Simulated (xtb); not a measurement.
Cl₃SW (SMILES [S]=[W]([Cl])([Cl])[Cl]), doublet, at a GFN2-xTB geometry (such geometries of metal compounds can be far from the true shape) (the multiplicity is a formal guess); xtb 6.7.1 with GFN1-xTB.

Input for xtb:
```
$ xtb mol.xyz --gfn 1 --uhf 1 --opt --json

# file mol.xyz
5

W      0.12070208     0.00324171     0.05559254
S      1.58902874    -0.87290878    -1.27642262
Cl     0.64241926     0.78946833     1.98969859
Cl    -1.06414172     1.47005103    -1.18127642
Cl    -1.59924304    -1.45206913     0.15092572
```

It wrote (shortened):

```
   ID    Z sym.   atoms
    1   74 W      1
    2   16 S      2
    3   17 Cl     3-5

           -------------------------------------------------
          |                Calculation Setup                |
           -------------------------------------------------

           -------------------------------------------------
          |                 G F N 1 - x T B                 |
           -------------------------------------------------

          ...................................................
          :                      SETUP                      :
          :.................................................:
          :  # basis functions                  50          :
          :  # atomic orbitals                  45          :
          :  # shells                           15          :
          :  # electrons                        33          :
          :  # halogen bonds                     3          :
          :  max. iterations                   250          :
          :  Hamiltonian                  GFN1-xTB          :
          :  restarted?                      false          :
          :  GBSA solvation                  false          :
          :  PC potential                    false          :
          :  electronic temp.          300.0000000     K    :
          :  accuracy                    1.0000000          :
          :  -> integral cutoff          0.2500000E+02      :
          :  -> integral neglect         0.1000000E-07      :
          :  -> SCF convergence          0.1000000E-05 Eh   :
          :  -> wf. convergence          0.2000000E-04 e    :
          :  Broyden damping             0.4000000          :
          :  net charge                          0          :
          :  unpaired electrons                  1          :
          ...................................................

 iter      E             dE          RMSdq      gap      omega  full diag
   1    -18.9224769 -0.189225E+02  0.798E+00    0.52       0.0  T
   2    -18.9228460 -0.369103E-03  0.476E+00    0.44       1.0  T
   3    -18.8641330  0.587129E-01  0.387E+00    0.58       1.0  T
   4    -18.9267762 -0.626432E-01  0.316E-01    0.47       1.0  T
   5    -18.9269237 -0.147444E-03  0.700E-02    0.47       1.0  T
   6    -18.9269412 -0.175531E-04  0.107E-02    0.47       4.2  T
   7    -18.9269412 -0.192566E-07  0.109E-03    0.47      41.1  T
   8    -18.9269412 -0.106591E-08  0.633E-04    0.47      70.7  T
   9    -18.9269412 -0.132114E-08  0.747E-05    0.47     599.1  T
  10    -18.9269412 -0.163958E-10  0.467E-06    0.47    9567.5  T

   *** convergence criteria satisfied after 10 iterations ***

         :::::::::::::::::::::::::::::::::::::::::::::::::::::
         ::                     SUMMARY                     ::
         :::::::::::::::::::::::::::::::::::::::::::::::::::::
         :: total energy             -18.860995810609 Eh    ::
         :: gradient norm              0.046533363902 Eh/a0 ::
         :: HOMO-LUMO gap              0.467109297609 eV    ::
         ::.................................................::
         :: SCC energy               -18.926941248916 Eh    ::
         :: -> electrostatic           0.037295737557 Eh    ::
         :: repulsion energy           0.069548245462 Eh    ::
         :: dispersion energy         -0.003602807155 Eh    ::
         :: halogen bond corr.         0.000000000000 Eh    ::
         :: add. restraining           0.000000000000 Eh    ::
         :: total charge               0.000000000000 e     ::
         :::::::::::::::::::::::::::::::::::::::::::::::::::::

      -----------------------------------------------------------
     |                   =====================                   |
     |                        A N C O P T                        |
     |                   =====================                   |
     |               Approximate Normal Coordinate               |
     |                Rational Function Optimizer                |
      -----------------------------------------------------------
      -----------------------------------------------------------
     |                   =====================                   |
     |                        A N C O P T                        |
     |                   =====================                   |
     |               Approximate Normal Coordinate               |
     |                Rational Function Optimizer                |
      -----------------------------------------------------------

          ...................................................
          :                      SETUP                      :
          :.................................................:
          :   optimization level            normal          :
          :   max. optcycles                   200          :
          :   ANC micro-cycles                  20          :
          :   degrees of freedom                 9          :
          :.................................................:
          :   RF solver                   davidson          :
          :   write xtbopt.log                true          :
          :   linear?                        false          :
          :   energy convergence         0.5000000E-05 Eh   :
          :   grad. convergence          0.1000000E-02 Eh/α :
          :   maxmium RF displ.          1.0000000          :
          :   Hlow (freq-cutoff)         0.1000000E-01      :
          :   Hmax (freq-cutoff)         5.0000000          :
          :   S6 in model hess.         20.0000000          :
          ...................................................

generating ANC from exact Hessian ...
Using Lindh-Hessian (1995)
 Shifting diagonal of input Hessian by    1.1627764445525456E-002
 Lowest  eigenvalues of input Hessian
    0.010000    0.000000    0.000000    0.000000    0.000000    0.000000
    0.000000    0.012607    0.013213    0.013652    0.013829    0.092483
[...]
 * total energy  :   -18.8609958 Eh     change       -0.3197442E-13 Eh
 * total energy  :   -18.8605999 Eh     change        0.3959249E-03 Eh
 * total energy  :   -18.8626958 Eh     change       -0.2095890E-02 Eh
 * total energy  :   -18.8625477 Eh     change        0.1480930E-03 Eh
 * total energy  :   -18.8644499 Eh     change       -0.1902255E-02 Eh
 * total energy  :   -18.8644668 Eh     change       -0.1689467E-04 Eh
 * total energy  :   -18.8645061 Eh     change       -0.3925642E-04 Eh
 * total energy  :   -18.8645064 Eh     change       -0.3414174E-06 Eh
   *** GEOMETRY OPTIMIZATION CONVERGED AFTER 8 ITERATIONS ***
[...]
          :  PC potential                    false          :
          :  electronic temp.          300.0000000     K    :
          :  accuracy                    1.0000000          :
          :  -> integral cutoff          0.2500000E+02      :
          :  -> integral neglect         0.1000000E-07      :
          :  -> SCF convergence          0.1000000E-05 Eh   :
          :  -> wf. convergence          0.2000000E-04 e    :
          :  Broyden damping             0.4000000          :
          :  net charge                          0          :
          :  unpaired electrons                  1          :
          ...................................................

 iter      E             dE          RMSdq      gap      omega  full diag
   1    -18.9216812 -0.189217E+02  0.412E-07    0.40       0.0  T
   2    -18.9216812  0.213163E-13  0.305E-07    0.40  100000.0  T
   3    -18.9216812 -0.390799E-13  0.187E-07    0.40  100000.0  T

   *** convergence criteria satisfied after 3 iterations ***

         :::::::::::::::::::::::::::::::::::::::::::::::::::::
         ::                     SUMMARY                     ::
         :::::::::::::::::::::::::::::::::::::::::::::::::::::
         :: total energy             -18.864506429521 Eh    ::
         :: gradient norm              0.000428233361 Eh/a0 ::
         :: HOMO-LUMO gap              0.397805197828 eV    ::
         ::.................................................::
         :: SCC energy               -18.921681163528 Eh    ::
         :: -> electrostatic           0.037625857404 Eh    ::
         :: repulsion energy           0.060756610009 Eh    ::
         :: dispersion energy         -0.003581876002 Eh    ::
         :: halogen bond corr.         0.000000000000 Eh    ::
         :: add. restraining           0.000000000000 Eh    ::
         :: total charge               0.000000000000 e     ::
         :::::::::::::::::::::::::::::::::::::::::::::::::::::

           -------------------------------------------------
          |                Property Printout                |
           -------------------------------------------------

    * Orbital Energies and Occupations

         #    Occupation            Energy/Eh            Energy/eV
      -------------------------------------------------------------
         1        2.0000           -0.9558361             -26.0096
       ...           ...                  ...                  ...
         5        2.0000           -0.5353124             -14.5666
         6        2.0000           -0.5282695             -14.3749
         7        2.0000           -0.5274456             -14.3525
         8        2.0000           -0.5261917             -14.3184
         9        2.0000           -0.5206194             -14.1668
        10        2.0000           -0.5203214             -14.1587
        11        2.0000           -0.5099062             -13.8753
        12        2.0000           -0.5084403             -13.8354
        13        2.0000           -0.4971118             -13.5271
        14        2.0000           -0.4693091             -12.7706
        15        2.0000           -0.4555974             -12.3974
        16        2.0000           -0.4542977             -12.3621
        17        0.9995           -0.3549011              -9.6574 (HOMO)
        18        0.0005           -0.3402821              -9.2595 (LUMO)
        19                         -0.2892130              -7.8699
        20                         -0.2843811              -7.7384
        21                         -0.2639225              -7.1817
        22                         -0.0805608              -2.1922
        23                         -0.0804170              -2.1883
        24                         -0.0791904              -2.1549
        25                         -0.0755607              -2.0561
        26                         -0.0751073              -2.0438
        27                         -0.0709845              -1.9316
        28                         -0.0707552              -1.9253
       ...                                ...                  ...
        45                          0.6523374              17.7510
      -------------------------------------------------------------
                  HL-Gap            0.0146191 Eh            0.3978 eV
             Fermi-level           -0.3760955 Eh          -10.2341 eV

  Mulliken/CM5 charges         n(s)   n(p)   n(d)
     1W     0.94382  1.33227   0.355  0.860  3.841
     2S    -0.24874 -0.39299   1.861  4.400 -0.012
     3Cl   -0.21836 -0.30589   1.873  5.353 -0.008
     4Cl   -0.23836 -0.31669   1.873  5.369 -0.004
     5Cl   -0.23836 -0.31669   1.873  5.369 -0.004

Wiberg/Mayer (AO) data.
largest (>0.10) Wiberg bond orders for each atom

 ---------------------------------------------------------------------------
     #   Z sym  total        # sym  WBO       # sym  WBO       # sym  WBO
 ---------------------------------------------------------------------------
     1  74 W    5.845 --     2 S    2.323     3 Cl   1.195     5 Cl   1.164
                             4 Cl   1.164
     2  16 S    2.573 --     1 W    2.323
     3  17 Cl   1.354 --     1 W    1.195
     4  17 Cl   1.311 --     1 W    1.164
     5  17 Cl   1.311 --     1 W    1.164
 ---------------------------------------------------------------------------

Topologies differ in total number of bonds
Writing topology from bond orders to xtbtopo.mol

 dipole moment from electron density (au)
     X       Y       Z
   0.1693   0.2919   0.7083  total (Debye):    1.994

optimized geometry written to: xtbopt.xyz

           -------------------------------------------------
          | TOTAL ENERGY              -18.864506429521 Eh   |
          | GRADIENT NORM               0.000428233361 Eh/α |
          | HOMO-LUMO GAP               0.397805197828 eV   |
           -------------------------------------------------

normal termination of xtb
```
